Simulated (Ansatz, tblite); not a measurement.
Removing and adding an electron: Cd₇Se₇. Charge 0, multiplicity 1. Geometry: PBE-D4/def2-SVP. Ansatz, gas phase; energy differences of separate SCF runs; the oxidised species was run as a doublet alone; the reduced species was run as a doublet alone.

| atom | x (Å) | y (Å) | z (Å) |
| --- | --- | --- | --- |
| Se1 | -1.778 | -2.748 | 0.852 |
| Se2 | -0.022 | 2.361 | -3.081 |
| Se3 | 0.874 | -2.548 | -3.057 |
| Se4 | -3.812 | 1.443 | 0.034 |
| Se5 | -0.530 | 0.479 | 3.299 |
| Se6 | 2.917 | 2.693 | 0.938 |
| Se7 | 2.353 | -1.978 | 1.399 |
| Cd8 | -2.014 | 1.930 | -1.506 |
| Cd9 | -2.165 | -0.141 | 1.279 |
| Cd10 | 0.023 | -2.063 | 2.699 |
| Cd11 | 0.450 | -0.170 | -3.133 |
| Cd12 | 1.523 | 2.586 | -1.033 |
| Cd13 | 0.510 | -2.418 | -0.484 |
| Cd14 | 1.672 | 0.574 | 1.792 |

In the def2 sets Cd takes a core potential; there is no spin–orbit coupling. The xTB rows come from tblite. B3LYP takes the VWN-RPA correlation. Single mean-field runs in def2-TZVP are fitted with def2-universal-jkfit.

| level | −HOMO (eV) | vertical IE (eV) | −LUMO (eV) | vertical EA (eV) | HOMO–LUMO gap (eV) | IE − EA (eV) |
| --- | --- | --- | --- | --- | --- | --- |
| GFN1-xTB | 8.91 | 10.67 | 6.78 | 5.24 | 2.13 | 5.43 |
| GFN2-xTB | 11.26 | 12.65 | 8.80 | 7.29 | 2.46 | 5.37 |
| PBE0-D4/def2-TZVP | 6.49 | 7.66 | 3.18 | 2.12 | 3.31 | 5.54 |

**Question.** Estimate the rows for PBE-D4/def2-TZVP, B3LYP-D4/def2-TZVP.

**Answer.** 
```
             level  −HOMO (eV)  vertical IE (eV)  −LUMO (eV)  vertical EA (eV)  HOMO–LUMO gap (eV)  IE − EA (eV)
  PBE-D4/def2-TZVP        5.55                 –        3.79              2.20                1.76             –
B3LYP-D4/def2-TZVP        6.27              7.57        3.36              2.17                2.91          5.39
```

Run but left out: PBE-D4/def2-TZVP (charge +1 doublet: an occupied level 0.02 eV above an empty one).   Raw xTB energy differences between charge states are shifted by several eV; the methods need an empirical correction for them. Sets without diffuse functions give affinities that are too small.
